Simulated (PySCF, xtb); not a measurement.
B(Cl)(Me)(Et) (C3H8BCl), SMILES B(Cl)(C)CC.

GFN2-xTB run with xtb at its own geometry gives an orbital gap of 4.31 eV and a dipole moment of 1.80 D.

The structure is a stationary point at r2SCAN-D4/def2-SVP. Other conformers were not sampled.

### Question
What does M06-2X/def2-TZVP (PySCF) give? (Estimate from the structure and the level; the computed values follow.)

### Answer
gap 9.72 eV (levels -9.52 and 0.20 eV), dipole 1.64 D.
